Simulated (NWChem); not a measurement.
GeHClF₂; SMILES [F][GeH]([F])[Cl]

```xyz
5

Ge     0.2739     0.3713     0.0000
F     -0.5066     1.0640    -1.3657
F     -0.5066     1.0640     1.3657
Cl    -0.1273    -1.7110     0.0000
H      1.7551     0.7181     0.0000
```
Atoms are numbered in this order, from 1.

Level: PBE0/def2-SVP (NWChem), optimised geometry, unscaled harmonic frequencies. 

**Question.** List the harmonic frequencies with IR intensities, and the thermochemistry.

**Answer.** 
| frequency (cm⁻¹) | IR intensity (km/mol) |
|---|---|
| 179 | 4.2 |
| 215 | 17.5 |
| 254 | 30.5 |
| 460 | 58.1 |
| 716 | 120.5 |
| 722 | 51.0 |
| 743 | 36.7 |
| 762 | 71.8 |
| 2256 | 44.7 |

The zero-point energy is 9.0 kcal/mol. The thermal correction to the enthalpy at 298.15 K (with zero-point energy) comes out as 12.8 kcal/mol. The heat capacity Cv is 15.8 cal/(mol K) and the entropy at 298.15 K and 1 atm (symmetry number 1) comes out as 75.3 cal/(mol K). The dipole moment is 2.19 D.

Rigid rotor and harmonic oscillator.
